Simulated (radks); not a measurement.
Q: Excited configurations of neutral gold: one electron is placed in a higher orbital outside [Xe] 4f14 5d10. The ground configuration is [Xe] 4f14 5d10 6s1. Method: scalar-relativistic Kohn-Sham, LDA (Slater exchange, Perdew-Wang correlation), spin-unpolarised, spherical densities, point nucleus; computed with a radial shooting solver on a logarithmic mesh with Libxc functionals. Excitation = E - E(ground); binding = E(ion) - E, where the ion is the core of charge +1; n* = 1/sqrt(2 binding) in atomic units, and the quantum defect is n - n*.

| outer orbital | excitation (eV) | binding (eV) | n* | quantum defect | eigenvalue (eV) | <r> (bohr) |
|---|---|---|---|---|---|---|
| 5f | 8.856 | 0.911 | 3.865 | 1.135 | -0.440 | 17.55 |
| 6f | 9.140 | 0.627 | 4.658 | 1.342 | -0.369 | 29.78 |
| 7s | 7.131 | 2.636 | 2.272 | 4.728 | -1.547 | 8.148 |
| 7p | 7.955 | 1.812 | 2.740 | 4.260 | -1.035 | 11.09 |
| 7d | 8.795 | 0.973 | 3.740 | 3.260 | -0.558 | 19.74 |
| 7f | 9.314 | 0.453 | 5.480 | 1.520 | -0.288 | 44.65 |

Estimate the row for 6p.

A: excitation (eV) 5.397; binding (eV) 4.371; n* 1.764; quantum defect 4.236; eigenvalue (eV) -2.010; <r> (bohr) 4.400. The Delta-SCF ionisation energy is 9.767 eV (NIST Atomic Spectra Database: 9.226 eV, measured). Self-interaction in the functional shifts the binding energies and quantum defects, so they are the method's values and not measured ones. Spin polarisation and multiplet splitting are left out, so open shells lie too high by an amount that depends on their filling.

Beside tabulated values, note that spin-unpolarised runs miss the spin-polarisation part of the exchange energy of open shells.
